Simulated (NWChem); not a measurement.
Isomers of C3H5BO, each optimised at PBE0/def2-SVP with NWChem, gas phase unless a solvent is named. Flexible species stand in one conformer each, which need not be the lowest.  Relative energies count from the lowest isomer at each level and are electronic, without zero-point energy, on those geometries.

A: OB(C#C)C
B: OB1C=CC1
C: C#CBOC

```
quantity                                       A     B     C
-------------------------------------------  ---  ----  ----
relative energy, PBE0/def2-SVP (kcal/mol)      …   0.0  29.4
relative energy, B3LYP/def2-SVP (kcal/mol)   0.0   1.3  21.6
relative energy, BLYP/def2-SVP (kcal/mol)    0.0   3.6  20.4
relative energy, M06-2X/def2-SVP (kcal/mol)    …   0.0  22.9
orbital gap (eV), PBE0/def2-SVP                …  7.07  6.90
```

What belongs in the gaps?


- relative energy, PBE0/def2-SVP (kcal/mol), A: 5.3
- relative energy, M06-2X/def2-SVP (kcal/mol), A: 0.4
- orbital gap (eV), PBE0/def2-SVP, A: 7.31
